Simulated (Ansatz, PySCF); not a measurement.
Species: Sn$_{2}$H (charge -1, singlet). SMILES: [Sn-]#[SnH]
Structure (B3LYP-D3(BJ)/def2-TZVP (Ansatz, a program for electronic structure) minimum search):
```xyz
3

Sn     0.0000     0.0000    -1.3050
Sn     0.0000     0.0000     1.2452
H      0.0000     0.0000     2.9930
```
Charge -1, spin multiplicity 1.

Unscaled harmonic wavenumbers (cm⁻¹) in rising order, each level at the stationary point that it reaches from this structure (no distance between atoms moves by over 0.3 Å); the order of modes can differ between levels, and a negative number is imaginary. B3LYP-D3(BJ)/def2-TZVP (PySCF, at the structure above): 81, 81, 231, 1686.

HF/3-21G (Ansatz): -130, -130, 251, 1846. Zero-point energy 3.0 against 3.0 kcal/mol; where all levels lie over 400 cm⁻¹, the wavenumbers are on average 1.095 times those of B3LYP-D3(BJ)/def2-TZVP. This level finds the structure a saddle point. The zero-point energy leaves imaginary modes out.

HF/6-31G* with LANL2DZ past Ar (Ansatz): -154, -154, 240, 1808. Zero-point energy 2.9 against 3.0 kcal/mol; where all levels lie over 400 cm⁻¹, the wavenumbers are on average 1.072 times those of B3LYP-D3(BJ)/def2-TZVP. This level finds the structure a saddle point. The zero-point energy leaves imaginary modes out.

B3LYP/6-31G* with LANL2DZ past Ar (Ansatz): 58, 58, 219, 1669. Zero-point energy 2.9 against 3.0 kcal/mol; where all levels lie over 400 cm⁻¹, the wavenumbers are on average 0.990 times those of B3LYP-D3(BJ)/def2-TZVP.
